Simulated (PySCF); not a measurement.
Polarisability and C₆ of Tc⁺ (technetium, charge +1)

[Kr] 4d5 5s1, high-spin 7S determinant. Calculation: PySCF 2.14, in dyall-av2z; the non-relativistic Hamiltonian (point nucleus). Coupled (time-dependent) response in atomic units; α is the mean over directions. A double-zeta set is small for polarisabilities.

```tsv
method	mean α (bohr³)	C₆ (like pair)	S(−4)
PBE0	39.99	290.3	1098
```

S(−4) is the Cauchy moment in α(ω) = α(0) + S(−4) ω² + …

α(iu) at PBE0:

| u (hartree) | α(iu) (bohr³) |
| --- | --- |
| 0 | 39.99 |
| 0.0500 | 37.47 |
| 0.100 | 31.83 |
| 0.200 | 21.33 |
| 0.300 | 15.16 |
| 0.500 | 9.393 |
| 0.750 | 6.320 |
| 1.00 | 4.683 |
| 1.50 | 2.926 |
| 2.00 | 2.008 |
| 3.00 | 1.108 |
| 5.00 | 0.4775 |

For an ion, C₆ is the dispersion term alone; charge-induced terms of lower order in 1/R come first.

A non-relativistic calculation at this Z misses sizeable relativistic shifts.
